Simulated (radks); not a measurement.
Q: All-electron atom: neutral hafnium in [Xe] 4f14 5d1.5 6s2 6p0.5 (fractional occupations, a model configuration). Method: Dirac Kohn-Sham, PBE, spin-unpolarised, spherical densities, finite nucleus; open shells are shared between the two j in proportion to 2j + 1; Fermi nuclear charge, rms radius 5.347 fm; computed with a radial shooting solver on a logarithmic mesh with Libxc functionals. Some entries of the table are withheld. Estimate them.

orbital,occ.,eigenvalue (hartree),<r^2> (bohr^2)
1s1/2,2,-2395.317,0.0004952
2s1/2,2,(1),0.007584
2p1/2,2,-391.1302,0.005433
2p3/2,4,-347.3325,0.006639
3s1/2,2,-93.33576,0.04968
3p1/2,2,-85.19680,0.04570
3p3/2,4,-75.81082,0.05237
3d3/2,4,-62.00893,0.04080
3d5/2,6,-59.96177,0.04263
4s1/2,2,-18.85011,(2)
4p1/2,2,-15.51260,0.2567
4p3/2,4,-13.36509,0.2932
4d3/2,4,-7.87452,0.3244
4d5/2,6,-7.48125,0.3386
5s1/2,2,-2.51665,1.450
5p1/2,2,-1.57093,1.815
5p3/2,4,-1.28394,2.143
4f5/2,6,(3),0.5807
4f7/2,8,(4),0.6053
6s1/2,2,-0.21411,12.87
5d3/2,0.6,(5),6.595
5d5/2,0.9,(6),7.266
6p1/2,0.166667,-0.07982,(7)
6p3/2,0.333333,-0.06351,(8)

A: 
(1) 2s1/2 eigenvalue (hartree): -409.4505
(2) 4s1/2 <r^2> (bohr^2): 0.2477
(3) 4f5/2 eigenvalue (hartree): -0.71285
(4) 4f7/2 eigenvalue (hartree): -0.64874
(5) 5d3/2 eigenvalue (hartree): -0.15031
(6) 5d5/2 eigenvalue (hartree): -0.13221
(7) 6p1/2 <r^2> (bohr^2): 24.02
(8) 6p3/2 <r^2> (bohr^2): 29.23
